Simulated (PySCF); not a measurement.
**Partial charges of `CC[Se]C1CC1`**

C₅H₁₀Se.
Z-matrix (Å and degrees, PBE0-D3(BJ)/def2-SVP geometry), rows numbered from 1:
```
C 
C   1  1.5148
Se  2  1.9540  1  114.41
C   3  1.9196  2   97.80  1    66.73
C   4  1.5017  3  120.01  2    67.06
C   5  1.4969  4   60.06  3   107.35
H   1  1.1002  2  111.27  3    58.03
H   1  1.1027  2  110.66  3   178.39
H   1  1.1007  2  111.29  3   -62.21
H   2  1.1013  1  111.49  3  -118.09
H   2  1.1010  1  111.65  3   122.07
H   4  1.0943  3  114.36  2   -80.06
H   5  1.0937  4  117.63  6   108.95
H   5  1.0937  4  117.54  6  -107.57
H   6  1.0934  4  117.85  5   107.63
H   6  1.0934  4  117.39  5  -109.08
```

Density: PBE0/pcSseg-1 (PySCF); schemes: Mulliken, IAO, Hirshfeld and ESP-fitted. Geometry: PBE0-D3(BJ)/def2-SVP, one conformer, isolated molecule. The calculation is non-relativistic, for selenium too.

**Question.** For which atoms does the sign change between the 4 schemes (beyond +0.03 e in one, beyond −0.03 e in another)?

**Answer.** Se3 and C4.

**Question.** Which atoms carry the lowest charge in the Mulliken, IAO, Hirshfeld and ESP-fitted schemes?

**Answer.** The schemes don't all agree: Mulliken C4 (-0.370); IAO C1 (-0.408); Hirshfeld C1 (-0.122); ESP-fitted C6 (-0.377).

**Question.** Do the Mulliken, IAO, Hirshfeld and ESP-fitted schemes agree on where the charge is highest?

**Answer.** The schemes don't all agree: Mulliken H12 (+0.154); IAO H15 (+0.153); Hirshfeld H16 (+0.050); ESP-fitted H15 (+0.172).

**Question.** Give the atomic charges in each scheme.

**Answer.** In e:

| atom | environment | Mulliken | IAO | Hirshfeld | ESP-fitted |
| --- | --- | --- | --- | --- | --- |
| C1 | methyl carbon | -0.268 | -0.408 | -0.122 | -0.240 |
| C2 | sp3 carbon bound to selenium | -0.331 | -0.358 | -0.084 | -0.094 |
| Se3 | selenium bonded to 2 C | -0.032 | +0.138 | +0.040 | -0.220 |
| C4 | sp3 carbon bound to selenium | -0.370 | -0.271 | -0.071 | +0.077 |
| C5 | three-membered-ring carbon | -0.189 | -0.285 | -0.092 | -0.259 |
| C6 | three-membered-ring carbon | -0.183 | -0.276 | -0.091 | -0.377 |
| H7 | methyl hydrogen | +0.123 | +0.144 | +0.036 | +0.072 |
| H8 | methyl hydrogen | +0.119 | +0.140 | +0.042 | +0.078 |
| H9 | methyl hydrogen | +0.124 | +0.138 | +0.037 | +0.076 |
| H10 | methylene hydrogen | +0.149 | +0.150 | +0.041 | +0.143 |
| H11 | methylene hydrogen | +0.147 | +0.143 | +0.035 | +0.060 |
| H12 | methine hydrogen | +0.154 | +0.148 | +0.041 | +0.093 |
| H13 | methylene hydrogen | +0.136 | +0.148 | +0.049 | +0.137 |
| H14 | methylene hydrogen | +0.141 | +0.149 | +0.044 | +0.124 |
| H15 | methylene hydrogen | +0.142 | +0.153 | +0.044 | +0.172 |
| H16 | methylene hydrogen | +0.136 | +0.149 | +0.050 | +0.159 |

Mean size of the charges over all atoms: IAO 0.200 e, Mulliken 0.172 e, ESP-fitted 0.149 e, Hirshfeld 0.057 e. Each set sums to the total charge, 0, to within 0.001 e. The IAO scheme counts the electrons in orthogonalised intrinsic atomic orbitals, a minimal basis polarised so that it spans the occupied orbitals exactly.

**Question.** Sum the charges by element, for elements with more than one atom.

**Answer.** 
```json
{"element": "C", "atoms": "5", "Mulliken": "-1.341", "IAO": "-1.598", "Hirshfeld": "-0.460", "ESP-fitted": "-0.894"}
{"element": "H", "atoms": "10", "Mulliken": "+1.373", "IAO": "+1.460", "Hirshfeld": "+0.420", "ESP-fitted": "+1.114"}
```

**Question.** How closely do the schemes follow one another over all atoms?

**Answer.** Correlation coefficient and root-mean-square difference: IAO with Hirshfeld 0.99, 0.155 e; Mulliken with IAO 0.95, 0.070 e; Mulliken with Hirshfeld 0.93, 0.134 e; Hirshfeld with ESP-fitted 0.75, 0.131 e; IAO with ESP-fitted 0.71, 0.154 e; Mulliken with ESP-fitted 0.66, 0.149 e.

The run behind these numbers computed NMR shieldings as well. Time: 26 s wall. Hardware: an Arm Neoverse V1 with one thread, no GPU, on a shared host.
